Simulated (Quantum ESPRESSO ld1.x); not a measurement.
Results of a calculation; reference values are marked as such.
Input (ld1.x (Quantum ESPRESSO 7.5)):

```
 &input
    atom='Cr',
    iswitch=1,
    rel=0,
    lsd=1,
    dft='PZ',
    config='[Ar] 3d1',
    verbosity='high',
    prefix='ld1',
    max_out_wfc=37,
    file_charge='ld1.rho',
 /
```

Output (excerpt):

```
     Program LD1 v.7.5 starts

     --------------------------- All-electron run ----------------------------

     atomic number is 24.00
     dft =PZ   lsd =1 sic =0 latt =0  beta=0.20 tr2=1.0E-14
     Exchange-correlation= PZ
                           (   1   1   0   0   0   0   0)
     mesh =1849 r(mesh) = 100.07763 a.u. xmin = -7.00 dx = 0.00800
     1 Ry =  13.60569312 eV

     n l     nl                  e(Ry)          e(Ha)          e(eV)
     1 0     1S 1( 1.00)    -434.108135494    -217.054067747  -5906.3420737
     2 0     2S 1( 1.00)     -54.802992714     -27.401496357   -745.6327011
     2 1     2P 1( 3.00)     -47.606563343     -23.803281671   -647.7202915
     3 0     3S 1( 1.00)     -11.289009542      -5.644504771   -153.5947995
     3 1     3P 1( 3.00)      -9.225152191      -4.612576096   -125.5145897
     3 2     3D 1( 1.00)      -5.904447017      -2.952223509    -80.3340942
     1 0     1S 2( 1.00)    -434.107910629    -217.053955314  -5906.3390143
     2 0     2S 2( 1.00)     -54.755200994     -27.377600497   -744.9824616
     2 1     2P 2( 3.00)     -47.569844451     -23.784922226   -647.2207055
     3 0     3S 2( 1.00)     -11.192550470      -5.596275235   -152.2824070
     3 1     3P 2( 3.00)      -9.130615567      -4.565307783   -124.2283534
     3 2     3D 2( 0.00)      -5.810456642      -2.905228321    -79.0552900

     final scf error:  5.9E-15 reached in  24 iterations

     Etot =   -2071.378558 Ry,   -1035.689279 Ha,  -28182.541003 eV
     Total magnetization:    1.00 Bohr mag.

     Ekin =    2068.963341 Ry,    1034.481671 Ha,   28149.680304 eV
     Encl =   -4805.927713 Ry,   -2402.963856 Ha,  -65387.977628 eV
     Eh   =     752.932351 Ry,     376.466175 Ha,   10244.166505 eV
     Exc  =     -87.346537 Ry,     -43.673269 Ha,   -1188.410185 eV

     normalization and overlap integrals

     s(1S/1S) =  1.000000  <r> =   0.0643  <r2> =    0.0055  r(max) =   0.0423
     s(2S/2S) =  1.000000  <r> =   0.2968  <r2> =    0.1039  r(max) =   0.2461
     s(2P/2P) =  1.000000  <r> =   0.2614  <r2> =    0.0840  r(max) =   0.1983
     s(3S/3S) =  1.000000  <r> =   0.8686  <r2> =    0.8644  r(max) =   0.7664
     s(3P/3P) =  1.000000  <r> =   0.8961  <r2> =    0.9343  r(max) =   0.7726
     s(3D/3D) =  1.000000  <r> =   0.9463  <r2> =    1.0800  r(max) =   0.7305
     s(1S/1S) =  1.000000  <r> =   0.0643  <r2> =    0.0055  r(max) =   0.0423
     s(2S/2S) =  1.000000  <r> =   0.2966  <r2> =    0.1038  r(max) =   0.2461
     s(2P/2P) =  1.000000  <r> =   0.2612  <r2> =    0.0839  r(max) =   0.1983
     s(3S/3S) =  1.000000  <r> =   0.8699  <r2> =    0.8672  r(max) =   0.7664
     s(3P/3P) =  1.000000  <r> =   0.8980  <r2> =    0.9386  r(max) =   0.7726
     s(3D/3D) =  1.000000  <r> =   0.9513  <r2> =    1.0928  r(max) =   0.7305

     ------------------------ End of All-electron run ------------------------
```

Run on one thread of a shared host, so times are rough (Intel(R) Xeon(R) Processor @ 2.60GHz): 0.39 s of CPU time, 1.3 s wall, 24 iterations on 1849 mesh points.
